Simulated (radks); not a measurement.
The numbers below are computed, except where a source is named.
All-electron atom: Eu LIX in [He] 2s2 2p1. Level of theory: non-relativistic Kohn-Sham, LDA (Slater exchange, Perdew-Wang correlation), spin-unpolarised, spherical densities, point nucleus; relativity is left out, which matters for an element this heavy (a radial shooting solver on a logarithmic mesh with Libxc functionals).

Unscreened Slater integrals over Kohn-Sham orbitals (cm^-1).

integral,value
"F0(2p,2p)",2417800
"F2(2p,2p)",1166400
"F0(2p,2s)",2170300
"G1(2p,2s)",1193000
"F0(2p,1s)",3243900
"G1(2p,1s)",656910
"F0(2s,2s)",2019700
"F0(2s,1s)",2820600
"G0(2s,1s)",288960
"F0(1s,1s)",8571300

Derived for the open shells (J is the average intra-shell exchange parameter used in DFT+U). 2p: J = F2/5 = 233300 cm^-1.
